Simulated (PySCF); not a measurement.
**Levels of Ta⁶⁸⁺ from EOM-EA-GCCSD**

Reference: closed-shell Ta⁶⁹⁺, [He] 2s2; one electron is added. Calculated with PySCF 2.14, two-component X2C-1e with screened spin-orbit coupling, an uncontracted even-tempered set (16 s from 14 bohr⁻², ratio 2.6; 13 p from 18 bohr⁻², ratio 2.6; 7 d from 18 bohr⁻², ratio 2.8; 4 f from 340 bohr⁻², ratio 2.8); frozen nothing; the 28 highest virtual spinors dropped; of the others 54 kept and the rest restored at second order. No Breit or QED terms. Binding energies in eV.

| level | Koopmans |
| --- | --- |
| 2p1/2 | 18266.3 |
| 2p3/2 | 16878.7 |

Task: How does correlation move these levels?

Result: 2p1/2: second order 18265.0, EOM-CCSD 18260.9; 2p3/2: second order 16879.8, EOM-CCSD 16879.7.

For comparison, the ionisation energy of Ta⁶⁸⁺ is 18250 ± 50 eV (theoretical estimate listed by NIST; NIST Atomic Spectra Database, ionization energies).

Only part of the computed levels is shown.
